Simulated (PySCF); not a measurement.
Results of a calculation; reference values are marked as such.
**SiCl3**

SiCl3 is a small molecule (built as: Si site whose three back bonds go to Cl, Cl, Cl), neutral, doublet. The structure was relaxed in the gas phase by PBE0-D3(BJ)/def2-SVP. No frequency run checks that it is a minimum.

SMILES: Cl[Si](Cl)Cl

Coordinates in Å:
```
Si1     0.016    0.003    0.508
Cl2    -1.468   -1.240   -0.194
Cl3     1.834   -0.652   -0.203
Cl4    -0.326    1.916   -0.170
```

EPR values by unrestricted B3LYP, IGLO-III on Cl Si.

(1) Predict g and the largest hyperfine couplings. Where does the spin sit?

(2) How do the isotropic couplings move with BHandHLYP?

## Answers

(1) g = 2.0034, 2.0063, 2.0063. The spin sits on Si1 (71 %, bonded to 3 Cl) by Mulliken populations.
| atom | isotope | isotropic (MHz) | dipolar, principal values (MHz) |
| --- | --- | --- | --- |
| Si1 | 29Si | -1238.3 | -111.7, 55.9, 55.9 |
| Cl4 | 35Cl | 32.1 | -22.5, -22.5, 45.1 |
| Cl2 | 35Cl | 32.0 | -22.5, -22.5, 45.0 |
| Cl3 | 35Cl | 32.0 | -22.5, -22.5, 45.0 |

(2) Si1 -1238.3 to -1269.4 MHz, Cl4 32.1 to 33.6 MHz, Cl2 32.0 to 33.6 MHz, Cl3 32.0 to 33.5 MHz.
